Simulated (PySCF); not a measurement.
BH₉Si₃.
InChI=1S/BH9Si3/c1-3-4-2/h1,3-4H2,2H3

Torsions of this conformer, `[BH2:1][SiH2:2][SiH2:3][SiH3:4]`: B1–Si2–Si3–Si4 -62°.

The closed-shell ground state was solved at several levels (PySCF, density fitting, gas phase, non-relativistic). Geometry: PBE0-D3(BJ)/def2-SVP, one conformer, isolated molecule.

| level | basis functions | HOMO (eV) | LUMO (eV) | gap (eV) | dipole (D) |
| --- | --- | --- | --- | --- | --- |
| CAM-B3LYP/def2-SVPD | 164 | -9.02 | -1.40 | 7.62 | 0.20 |
| PBE0/pcSseg-1 | 134 | -7.92 | -2.53 | 5.39 | 0.14 |

Estimate the row for CAM-B3LYP/pcSseg-2, a basis of 291 functions; the other rows only guide the guess.

HOMO -9.02 eV, LUMO -1.43 eV, gap 7.59 eV, dipole 0.22 D.

Over all these levels, which gives the widest orbital gap and which the narrowest?

CAM-B3LYP/def2-SVPD (range-separated hybrid) has the widest, 7.62 eV, and PBE0/pcSseg-1 (global hybrid, 25 % exact exchange) the narrowest, 5.39 eV. Functional and basis both differ between the two, so the spread mixes both effects.

How far do the dipole and the HOMO energy spread over the levels?

The dipole runs from 0.14 to 0.22 D (mean 0.19 D) and the HOMO from -9.02 to -7.92 eV.
